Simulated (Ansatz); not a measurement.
The first iterations of a band of CH$_{7}$NOSiSn (12 atoms, charge 0, multiplicity 1).

Theory: RKS CAM-B3LYP-D4/def2-SVP (Ansatz).

- movable images: 9
- climbing image: yes
- spring: 5.0 eV/Å²
- optimiser: quadratic models (default)
- start path: IDPP
- force threshold: 0.05 eV/Å
- iteration limit: 27
- end points: relaxed

Image 0:

```xyz
12
Properties=species:S:1:pos:R:3
N -0.489 1.652 -0.097
C -0.094 0.295 -0.244
Sn 1.048 -0.624 1.354
O 0.594 0.038 -1.535
Si -0.920 -0.682 -1.558
H 0.202 2.253 0.347
H -1.396 1.774 0.343
H 1.500 -2.222 0.950
H 0.117 -0.635 2.795
H 2.442 0.338 1.618
H -1.960 -0.081 -2.418
H -0.967 -2.160 -1.521
```

Image 10:

```xyz
12
Properties=species:S:1:pos:R:3
N -0.453 1.618 0.141
C -0.132 0.278 -0.153
Sn 1.054 -0.637 1.403
O 0.477 0.018 -1.512
Si -1.028 -0.711 -1.401
H 0.373 2.212 0.209
H -1.111 2.049 -0.505
H 1.578 -2.178 0.882
H 0.138 -0.789 2.839
H 2.403 0.378 1.688
H -2.127 -0.103 -2.187
H -1.096 -2.189 -1.370
```

| iteration | highest image above the first end (eV) | largest band force component (eV/Å) |
| --- | --- | --- |
| 1 | 0.039 | 0.605 |
| 2 | 0.016 | 0.353 |

Question: Does the band converge within its limit, and where does its top end?

Answer: The forces met the threshold. It ended after 6 iterations with the highest image 0.005 eV above the first end. The top lies less than 8 meV above the higher end, about what the thresholds resolve: that end is a shoulder or a very shallow well. A vibrational analysis at the climbing image gives one clearly imaginary mode, 250i cm⁻¹: a first-order saddle point.

The run took 5.9 min on 2 threads of Arm Neoverse V1, on a shared host, peak memory 0.39 GiB.
